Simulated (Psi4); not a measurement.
Psi4 input (wB97X-D/6-311+G**):

```
memory 1500 MB

molecule {
1 1
Si   -0.00000000   -0.00000000   -1.07781535
Cl    0.00000000    0.00000000    0.88761264
symmetry c1
no_reorient
no_com
}

set {
  basis 6-311+G**
  reference rks
  scf_type pk
  dft_radial_points 99
  dft_spherical_points 590
  e_convergence 1e-8
  d_convergence 1e-7
  maxiter 150
}

e = energy('wb97x-d')
print_out(f'\nFINAL {e:.10f} DIPOLE {variable("CURRENT DIPOLE")[0]:.6f} {variable("CURRENT DIPOLE")[1]:.6f} {variable("CURRENT DIPOLE")[2]:.6f}\n')
```

Task: Predict the final energy.

Result: -749.38832 Eh.
